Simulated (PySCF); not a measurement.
C5H10F2OSi.
SMILES: `COC1(C[SiH2]C1)C(F)F`

Torsions of this conformer, `[CH3:1][O:2][C:3]1([CH:4]([F:5])[F:6])[CH2:7][SiH2:8][CH2:9]1`: C1–O2–C3–C4 73°, O2–C3–C4–F5 -72°.

The closed-shell ground state was solved at several levels (PySCF, density fitting, gas phase, non-relativistic). Geometry: PBE0-D3(BJ)/def2-SVP, one conformer, isolated molecule.

| level | basis functions | HOMO (eV) | LUMO (eV) | gap (eV) | dipole (D) |
| --- | --- | --- | --- | --- | --- |
| wB97X-D/pcSseg-1 | 210 | -9.40 | 2.22 | 11.62 | 1.11 |
| PBE0/def2-SVPD | 273 | -7.60 | 0.23 | 7.83 | 1.16 |

Question: What might PBE0/pcSseg-1 (210 basis functions) give for the same quantities?

Answer: HOMO -7.50 eV, LUMO 0.44 eV, gap 7.94 eV, dipole 1.12 D.

Question: Over all these levels, which gives the widest orbital gap and which the narrowest?

Answer: wB97X-D/pcSseg-1 (range-separated hybrid) has the widest, 11.62 eV, and PBE0/def2-SVPD (global hybrid, 25 % exact exchange) the narrowest, 7.83 eV. Functional and basis both differ between the two, so the spread mixes both effects.

Question: How far do the dipole and the HOMO energy spread over the levels?

Answer: The dipole runs from 1.11 to 1.16 D (mean 1.13 D) and the HOMO from -9.40 to -7.50 eV.
